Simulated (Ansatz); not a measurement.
Reaction (ligand exchange at the Si–S bond): `C#CSS[SiH2]C` + `[NH2][AlH2]` → `C[SiH2][NH][AlH2]` + `C#CSS`

Isolated molecules relaxed with PBE0-D4/def2-TZVP in Ansatz; ΔE leaves out vibrations. CBS: MP2 limit from def2 TZ/QZ plus the TZ coupled-cluster correction, frozen cores. This one scheme is used for every species. Functionals use def2-TZVPP. One conformer a species, not always the lowest.

`C#CSS[SiH2]C`:

Cartesian coordinates in Å:
```
C -0.956 -2.328 -2.664
C -1.056 -1.149 -2.436
S -1.179 0.505 -2.217
S -1.494 0.697 -0.177
Si 0.579 0.721 0.414
C 0.618 0.876 2.272
H -0.871 -3.371 -2.860
H 1.246 1.870 -0.248
H 1.210 -0.541 -0.047
H 1.655 0.896 2.619
H 0.131 1.796 2.601
H 0.117 0.029 2.745
```

`[NH2][AlH2]`:

Cartesian coordinates in Å:
```
N -0.641 -0.656 -0.195
Al 0.566 0.580 0.172
H -1.223 -0.667 -1.017
H -0.847 -1.452 0.387
H 0.754 1.762 -0.863
H 1.391 0.432 1.516
```

`C[SiH2][NH][AlH2]`:

```xyz
12

C    -0.474   -0.154   -1.969
Si    0.188    0.748   -0.473
N     0.668   -0.321    0.800
Al    0.025   -0.469    2.454
H    -0.763    0.556   -2.749
H     0.281   -0.823   -2.390
H    -1.351   -0.753   -1.709
H     1.335    1.596   -0.913
H    -0.862    1.634    0.098
H     1.437   -0.937    0.566
H     0.695   -1.542    3.407
H    -1.178    0.465    2.878
```

`C#CSS`:

Cartesian coordinates in Å:
```
C 0.242 -1.521 -0.929
C -0.300 -0.728 -0.202
S -1.115 0.287 0.855
S -0.292 2.135 0.498
H 0.723 -2.214 -1.578
H 0.742 2.041 1.355
```

```csv
level,ΔE (kcal/mol)
ωB97X-V,1.4
CCSD/def2-TZVPP,0.2
SCS-MP2/def2-QZVPP,1.4
CCSD/CBS(def2),1.2
```

Task: What does CCSD(T)/CBS give? (Best estimate.)

Result: Computed: +1.9 kcal/mol. The listed levels differ from it by -0.5, -1.7, -0.5, -0.7 kcal/mol.

Largest T1 diagnostic among the species: 0.014.

The D4 term adds +1.1 kcal/mol with B3LYP and +0.6 kcal/mol with PBE0; it sums over pairs of atoms, weighted by their polarisabilities, and B3LYP, whose exchange is more repulsive, gets the larger term. From PBE to PBE0 (25 % exact exchange), in def2-TZVPP and without D4, ΔE moves by −0.7 kcal/mol.

B3LYP here is the variant with VWN-RPA as its local correlation; programs differ in this.
